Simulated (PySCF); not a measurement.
# Reading the logs of faulty runs: AlF2 cation

All numbers below are calculated, not measured. The program is PySCF 2.14.0, an open-source quantum chemistry code, run on an isolated molecule that a program drew, which may never have been made. The molecule is AlF2 cation (charge +1, singlet), drawn as the SMILES string `[F][Al+][F]`.

Each row is a Hartree-Fock (HF) and frozen-core CCSD(T) single point in the cc-pV(D+d)Z basis, meant for a local HF minimum. Run 1 is clean. Each other run has one planted mistake out of seven kinds, and not every kind appears here: one electron removed, one electron added, multiplicity raised by two, geometry at a saddle point, minimal basis STO-3G, one bond length entered in bohr, all coordinates scaled. The reference is restricted for singlets and unrestricted otherwise, and also for a bond in bohr. Adding or removing an electron swaps singlet and doublet. Electrons count all cores. HOMO and LUMO are orbital energies over both spins, the gradient is its largest component, and the lowest frequency (negative if imaginary) is given only where the gradient is small. Bond lengths are over the 2 bonds as drawn. T1 is the CCSD diagnostic: over 0.02 (restricted) or 0.045 (unrestricted) a single reference is doubtful.

Geometry of the clean run:
```xyz
3
AlF2 cation, angstrom
F    -1.0016   -2.1195    0.0758
Al   -2.0302   -0.9918   -0.3805
F    -3.0589    0.1359   -0.8369
```

```
run,electrons,basis functions,<S^2>,HOMO (eV),LUMO (eV),gradient (hartree/bohr),lowest frequency (cm^-1),mean bond (Å),longest bond (Å),T1,HF (hartree),CCSD(T) (hartree),mistake
1,30,51,0.000,-24.96,-7.26,2.2e-06,182,1.5931,1.593,0.0182,-440.60488,-441.03843,no fault
2,30,51,2.006,-15.55,-11.12,1.5e-01,-,1.5931,1.593,0.0226,-440.37075,-440.75577,multiplicity raised by two
3,31,51,0.755,-7.78,0.73,3.0e-02,-,1.5931,1.593,0.0180,-440.88110,-441.31822,one electron added
4,29,51,0.753,-30.61,-19.23,1.3e-01,-,1.5931,1.593,0.0282,-439.80881,-440.19192,?
5,30,51,0.000,-25.23,-7.10,2.6e-02,-,1.5517,1.552,0.0172,-440.60214,-441.03236,?
```

**Which mistake was planted in run 4, and what did it cost?**

It counts 29 electrons, one fewer than the clean run, at the same geometry and basis. So the mistake is: one electron removed. Subtracting run 1 and multiplying by 627.51 kcal/mol a hartree, the energy moved by 499.5 kcal/mol in HF and 531.2 kcal/mol in CCSD(T).

**Which mistake was planted in run 5, and what did it cost?**

The mean and the longest bond both change by the same factor, 0.974, and the gradient is no longer small. So the mistake is: all coordinates scaled. Subtracting run 1 and multiplying by 627.51 kcal/mol a hartree, the energy moved by 1.7 kcal/mol in HF and 3.8 kcal/mol in CCSD(T).

